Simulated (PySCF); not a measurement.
Isomers of C2H11NO3Si3, mass 181.005 u with the commonest isotopes. Theory: PBE0/pcSseg-1 in PySCF (dipole) on a GFN2-xTB geometry, gas phase. One conformer each, none proved a minimum here; rigid rotors.

Question: Order these by out-of-plane moment Σ m c² = (Ia + Ib − Ic)/2, smallest first.
A. `[NH2:1][SiH:2]1[O:3][CH2:4][SiH2:5][O:6][SiH2:7][CH2:8][O:9]1` with H–N1–Si2–O3 -6° and 132°, N1–Si2–O3–C4 161°, Si2–O3–C4–Si5 96°, O3–C4–Si5–O6 -59°, C4–Si5–O6–Si7 57°
B. `[SiH3:1][O:2][SiH2:3][NH:4][SiH:5]1[O:6][CH2:7][CH2:8][O:9]1` with Si1–O2–Si3–N4 171°, O2–Si3–N4–Si5 178°, Si3–N4–Si5–O6 54°, N4–Si5–O6–C7 -133°, Si5–O6–C7–C8 20°, O6–C7–C8–O9 -19°, C7–C8–O9–Si5 10°
C. `[CH3:1][CH2:2][NH:3][SiH:4]1[O:5][SiH2:6][O:7][SiH2:8][O:9]1` with C1–C2–N3–Si4 82°, C2–N3–Si4–O5 60°
D. `[NH2:1][Si@@:2]1([O:3][SiH3:4])[CH2:5][CH2:6][Si@@H:7]([OH:8])[O:9]1` with H–N1–Si2–O3 164° and 26°, N1–Si2–O3–Si4 -130°, C6–Si7–O8–H 153°, N1–Si2–C5–C6 99°, Si2–C5–C6–Si7 30°, C5–C6–Si7–O8 -142°, C6–Si7–O9–Si2 11°
E. `[CH3:1][NH:2][Si@@H:3]1[O:4][SiH2:5][O:6][Si@@H:7]([CH3:8])[O:9]1` with C1–N2–Si3–O4 179°, N2–Si3–O4–Si5 -126°, Si3–O4–Si5–O6 6°, O4–Si5–O6–Si7 6°, Si5–O6–Si7–C8 -130°
F. `[CH3:1][C:2](=[O:3])[NH:4][SiH2:5][O:6][SiH2:7][O:8][SiH3:9]` with C1–C2–N4–Si5 -179°, C2–N4–Si5–O6 -179°, N4–Si5–O6–Si7 180°, Si5–O6–Si7–O8 22°, O6–Si7–O8–Si9 2°

Answer: F (18.36 u·Å²), A (35.05 u·Å²), C (38.95 u·Å²), E (46.07 u·Å²), B (73.02 u·Å²), D (115.89 u·Å²).

Question: Order these by radius of gyration √(Σ m r²/M), largest first.
A. `[SiH3:1][O:2][SiH2:3][NH:4][SiH:5]1[O:6][CH2:7][CH2:8][O:9]1` with Si1–O2–Si3–N4 171°, O2–Si3–N4–Si5 178°, Si3–N4–Si5–O6 54°, N4–Si5–O6–C7 -133°, Si5–O6–C7–C8 20°, O6–C7–C8–O9 -19°, C7–C8–O9–Si5 10°
B. `[NH2:1][Si@@:2]1([O:3][SiH3:4])[CH2:5][CH2:6][Si@@H:7]([OH:8])[O:9]1` with H–N1–Si2–O3 164° and 26°, N1–Si2–O3–Si4 -130°, C6–Si7–O8–H 153°, N1–Si2–C5–C6 99°, Si2–C5–C6–Si7 30°, C5–C6–Si7–O8 -142°, C6–Si7–O9–Si2 11°
C. `[CH3:1][C:2](=[O:3])[NH:4][SiH2:5][O:6][SiH2:7][O:8][SiH3:9]` with C1–C2–N4–Si5 -179°, C2–N4–Si5–O6 -179°, N4–Si5–O6–Si7 180°, Si5–O6–Si7–O8 22°, O6–Si7–O8–Si9 2°
D. `[NH2:1][SiH:2]1[O:3][CH2:4][SiH2:5][O:6][SiH2:7][CH2:8][O:9]1` with H–N1–Si2–O3 -6° and 132°, N1–Si2–O3–C4 161°, Si2–O3–C4–Si5 96°, O3–C4–Si5–O6 -59°, C4–Si5–O6–Si7 57°

Answer: C (2.841 Å), A (2.773 Å), B (2.334 Å), D (2.261 Å).

Question: Order these by rotational constant B, smallest first.
A. `[NH2:1][Si@@:2]1([O:3][SiH3:4])[CH2:5][CH2:6][Si@@H:7]([OH:8])[O:9]1` with H–N1–Si2–O3 164° and 26°, N1–Si2–O3–Si4 -130°, C6–Si7–O8–H 153°, N1–Si2–C5–C6 99°, Si2–C5–C6–Si7 30°, C5–C6–Si7–O8 -142°, C6–Si7–O9–Si2 11°
B. `[CH3:1][NH:2][Si@@H:3]1[O:4][SiH2:5][O:6][Si@@H:7]([CH3:8])[O:9]1` with C1–N2–Si3–O4 179°, N2–Si3–O4–Si5 -126°, Si3–O4–Si5–O6 6°, O4–Si5–O6–Si7 6°, Si5–O6–Si7–C8 -130°
C. `[CH3:1][C:2](=[O:3])[NH:4][SiH2:5][O:6][SiH2:7][O:8][SiH3:9]` with C1–C2–N4–Si5 -179°, C2–N4–Si5–O6 -179°, N4–Si5–O6–Si7 180°, Si5–O6–Si7–O8 22°, O6–Si7–O8–Si9 2°
D. `[NH2:1][SiH:2]1[O:3][CH2:4][SiH2:5][O:6][SiH2:7][CH2:8][O:9]1` with H–N1–Si2–O3 -6° and 132°, N1–Si2–O3–C4 161°, Si2–O3–C4–Si5 96°, O3–C4–Si5–O6 -59°, C4–Si5–O6–Si7 57°
E. `[SiH3:1][O:2][SiH2:3][NH:4][SiH:5]1[O:6][CH2:7][CH2:8][O:9]1` with Si1–O2–Si3–N4 171°, O2–Si3–N4–Si5 178°, Si3–N4–Si5–O6 54°, N4–Si5–O6–C7 -133°, Si5–O6–C7–C8 20°, O6–C7–C8–O9 -19°, C7–C8–O9–Si5 10°

Answer: E (386.8 MHz), C (400.9 MHz), A (638.7 MHz), B (831.1 MHz), D (884.7 MHz).

```tsv
SMILES	point group	Ia (u·Å²)	Ib (u·Å²)	Ic (u·Å²)	κ	μa (D)	μb (D)	μc (D)
[SiH3]O[SiH2]N[SiH]1OCCO1	C1	158.21	1306.44	1318.62	-1.00	0.15	0.50	0.17
N[SiH]1OC[SiH2]O[SiH2]CO1	–	388.91	571.26	890.07	-0.13	0.77	0.01	0.32
CC(=O)N[SiH2]O[SiH2]O[SiH3]	C1	219.20	1260.58	1443.06	-0.95	0.40	2.49	1.00
CN[Si@@H]1O[SiH2]O[Si@@H](C)O1	C1	345.80	608.06	861.73	-0.44	0.98	0.38	0.18
N[Si@@]1(O[SiH3])CC[Si@@H](O)O1	C1	311.04	791.21	870.47	-0.89	0.14	0.30	1.10
CCN[SiH]1O[SiH2]O[SiH2]O1	C1	247.17	793.70	962.98	-0.85	1.36	0.28	0.30
```
